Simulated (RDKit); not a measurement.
A run for RDKit: UFF on CH2O (SMILES C=O).

```python
from rdkit import Chem
from rdkit.Chem import AllChem, rdDetermineBonds

blocks = [
'''4

C     0.31994435    0.05486482    3.72837051
O    -0.84705071   -0.07755054    3.47485930
H     1.08331487    0.13731841    2.93258902
H     0.68544865    0.10057601    4.77070893
''',
]
mol = None
for b in blocks:
    f = Chem.MolFromXYZBlock(b)
    rdDetermineBonds.DetermineBonds(f, charge=0)
    mol = f if mol is None else Chem.CombineMols(mol, f)
Chem.SanitizeMol(mol)
print(Chem.MolToSmiles(Chem.RemoveHs(mol)))
ff = AllChem.UFFGetMoleculeForceField(mol, vdwThresh=100.0, ignoreInterfragInteractions=False)
e = ff.CalcEnergy()
print(f'UFF energy {e:.6f} kcal/mol')
```

The log:

```
C=O
UFF energy 0.845824 kcal/mol
```

The run finished.

Cost: around 0.04 core-seconds (rough).
